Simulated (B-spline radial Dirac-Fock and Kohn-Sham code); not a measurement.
Sr 2s: cross section and angular parameters

System: atomic strontium, configuration 1s2 2s2 2p6 3s2 3p6 3d10 4s2 4p6 5s2; threshold 2216.0 eV (tabulated edge). Level of theory: Dirac-Hartree-Slater photoionisation with a Latter tail; cross sections with all multipoles, angular parameters from the dipole term and its interference with E2; a radial finite-basis atomic code.

For linearly polarised light dσ/dΩ = σ/(4π) [1 + β P₂(cos θ) + (δ + γ cos²θ) sin θ cos φ], with θ from the polarisation vector and φ the angle between the beam and the projection of the electron momentum on the plane normal to the polarisation.

| hν (eV) | σ (kb) | β | γ |
| --- | --- | --- | --- |
| 2650 | 45.5 | 1.997 | 0.330 |
| 3090 | 35.1 | 1.997 | 0.040 |
| 3850 | ? | ? | ? |
| 3910 | 23.0 | 1.998 | -0.078 |
| 4000 | 22.0 | 1.998 | -0.077 |
| 5414.7 | 12.3 | 1.998 | 0.071 |
| 5680 | 11.1 | 1.998 | 0.111 |
| 6400 | 8.72 | 1.998 | 0.229 |
| 9251.7 | 3.93 | 1.997 | 0.700 |
| 12000 | 2.17 | 1.997 | 1.110 |
| 12900 | 1.84 | 1.997 | 1.236 |
| 15000 | 1.28 | 1.997 | 1.509 |

**Question.** Give the values at 3850 eV.

**Answer.** σ = 23.7 kb, β = 1.998, γ = -0.078. For an s subshell δ is negligible.

Values without a named source are computed, but for edge energies of neutral atoms, which are taken from tables.
